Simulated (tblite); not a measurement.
C7H11ClSi.
SMILES with atom numbers: `[CH2:1]=[CH:2][SiH2:3][C@@:4]([CH3:5])([Cl:6])[C:7]#[C:8][CH3:9]` (hydrogens: H10, H11 on C1; H12 on C2; H13, H14 on Si3; H15, H16, H17 on C5; H18, H19, H20 on C9)

The geometry is computed with GFN2-xTB (gas phase).

(1) What internal coordinates does the optimisation give?

Answers

(1) 
```tsv
bond	length (bohr)	order
C1=C2	2.502	double
C2–Si3	3.547	single
Si3–C4	3.646	single
C4–C5	2.869	single
C4–Cl6	3.460	single
C4–C7	2.714	single
C7≡C8	2.269	triple
C8–C9	2.733	single
C1–H10	2.040	single
C1–H11	2.037	single
C2–H12	2.049	single
Si3–H13	2.764	single
Si3–H14	2.778	single
C5–H15, C5–H16, C5–H17	2.057	single
C9–H18, C9–H19, C9–H20	2.060	single
```

Bonds in one row agree within 0.02 bohr and their mean is given. Orders are formal, as drawn. A selection of angles:
```tsv
angle	degrees
C2–C1–H10	122.6
C2–C1–H11	121.7
H10–C1–H11	115.7
C1–C2–Si3	124.8
C1–C2–H12	118.5
Si3–C2–H12	116.7
C2–Si3–C4	107.0
C2–Si3–H13	112.6
C2–Si3–H14	111.1
C4–Si3–H13	107.1
C4–Si3–H14	107.3
H13–Si3–H14	111.3
Si3–C4–C5	113.6
Si3–C4–Cl6	104.3
Si3–C4–C7	112.0
C5–C4–Cl6	107.9
C5–C4–C7	111.1
Cl6–C4–C7	107.4
C4–C5–H15	109.1
C4–C5–H16	110.9
H15–C5–H16	108.7
C4–C7–C8	178.3
C7–C8–C9	178.7
C8–C9–H18	110.0
H18–C9–H19	108.9
```

Dihedral angles: C1–C2–Si3–C4 128° (anticlinal); C2–Si3–C4–C5 -179° (antiperiplanar).

The 2 C–Si bonds span 1.877 Å (C2–Si3, drawn single) to 1.929 Å (Si3–C4, drawn single), a spread of 0.052 Å. The 5 C–C bonds span 1.200 Å (C7≡C8, drawn triple) to 1.518 Å (C4–C5, drawn single), a spread of 0.318 Å. Si3 (SiH2 silicon) is tetrahedral (angles from 107.0° to 112.6°).

Point group: C1 (no symmetry element, even within 0.4 Å). Its GFN2-xTB frequencies are all real (lowest 19 cm⁻¹). One conformer, not necessarily the lowest. 3 starts were optimised and ended at 0.00, 0.03 and 0.06 kcal/mol (GFN2-xTB); the lowest of these is shown.

Hardware: an Arm Neoverse N1 with one thread, shared host. Cost: 2.8 s wall. That covers the optimisation of the geometry.
